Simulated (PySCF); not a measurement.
AlH2Br, SMILES [AlH2][Br].

The structure is a stationary point at B3LYP-D3(BJ)/def2-TZVP.

Vertical ionisation energy (IE) and electron affinity (EA) in eV. Rows of orbital energies are one-electron estimates. Where ΔSCF, EOM or ADC give a negative EA the extra electron is unbound and the value depends on the basis.

```
level                                            IE     EA
--------------------------------------------  -----  -----
−ε(HOMO), −ε(LUMO), B3LYP/def2-TZVPD (PySCF)   8.05   1.98
−ε(HOMO), −ε(LUMO), ωB97X/def2-TZVPD (PySCF)  10.62  -0.13
ADC(2)/aug-cc-pVDZ (PySCF)                    10.42   0.13
```

Problem. Beyond the first one, list the lowest photoelectron lines from ADC(2)/aug-cc-pVDZ run with PySCF with their pole strengths (two spins summed). (Estimate from the structure and the level; the computed values follow.)

Solution. 10.92 eV (1.83), 11.93 eV (1.84), 12.11 eV (1.85), 15.06 eV (1.83).
